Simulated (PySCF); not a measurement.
Species: C3H7O4S (doublet state).
Z-matrix (Å and degrees, GFN2-xTB geometry), rows numbered from 1:
```
C 
S   1  1.7356
O   2  1.4327  1  109.85
O   2  1.4242  1  110.98  3   133.90
O   2  1.6364  1  101.04  3  -114.36
C   5  1.3908  2  111.50  1    71.17
O   6  1.4006  5  110.94  2   -49.72
C   7  1.4198  6  115.22  5   122.78
H   1  1.0677  2  117.66  3   171.41
H   1  1.0675  2  119.42  3   -15.86
H   6  1.0994  5  109.62  2    72.56
H   6  1.0992  5  106.10  2  -168.26
H   8  1.0941  7  110.30  6    64.30
H   8  1.0878  7  105.81  6  -177.56
H   8  1.0930  7  110.88  6   -57.60
```

The hyperfine couplings belong to this conformer and change with its torsions.

As a line formula: `COCOS(=O)([CH2])=O` [radical].

Method used: UKS B3LYP, pcH-1 on C H O S, non-relativistic, mean-field spin-orbit, GIAO in PySCF. Geometry: GFN2-xTB, one conformer, isolated molecule. Couplings are sensitive to structure, and on GFN2-xTB geometries they can be far from those on DFT ones. Stability of the SCF solution: not tested.

(1) Give the principal g shifts and their parts.

(2) Average each term over the three axes. Which is largest in size?

(3) At 9.658 GHz, how far is the centre of the isotropic spectrum from where a free electron (g = 2.002319) resonates?

(4) In a frozen sample, at which fields do the three g values resonate at 9.5, 34, 94 and 263 GHz (hyperfine left aside), and which band first spreads them over more than twice a line width of 1.0 mT?

## Answers

(1) 
```csv
Δg (ppm),1,2,3
relativistic mass correction,-179,-179,-179
gauge correction,45,10,42
orbital Zeeman/spin–orbit,-195,273,908
total,-329,105,771
```

So g = 2.00199, 2.00242, 2.00309 and g_iso = 2.00250; the tensor is rhombic: the two nearest values differ by 39 % of g3 − g1. Axes: g1 points within 8° of the C1–H10 bond.

(2) The orbital-Zeeman/spin–orbit term 329, the mass correction -179 and the gauge correction 32 ppm, for a total of 182 ppm. The orbital-Zeeman/spin–orbit term is the largest in size. The mass correction is the same along every axis, so the anisotropy comes from the other two: their spans along these axes are 34 (gauge) and 1103 ppm (orbital Zeeman/spin–orbit).

(3) B = hν/(g μB) with μB/h = 13.99624 MHz/mT gives 344.62 mT for the free electron and 344.59 mT at g_iso, 0.03 mT lower.

(4) 
| band | GHz | B(g3) mT | B(g2) mT | B(g1) mT | spread mT |
| --- | --- | --- | --- | --- | --- |
| X | 9.5 | 338.85 | 338.97 | 339.04 | 0.19 |
| Q | 34.0 | 1212.74 | 1213.14 | 1213.40 | 0.67 |
| W | 94.0 | 3352.86 | 3353.98 | 3354.71 | 1.84 |
| J | 263.0 | 9380.88 | 9384.00 | 9386.04 | 5.16 |

The spread grows in proportion to the frequency. J band is the first where it exceeds 2.0 mT.

The largest Mulliken spin population is on C1 (+0.98). The angles at C1 add up to 359.6°, so it is planar; its axial dipolar tensor and the negative couplings of its protons fit spin in a p orbital normal to that plane.

The HOMO–LUMO gaps are 7.84 eV among the α and 4.98 eV among the β orbitals.
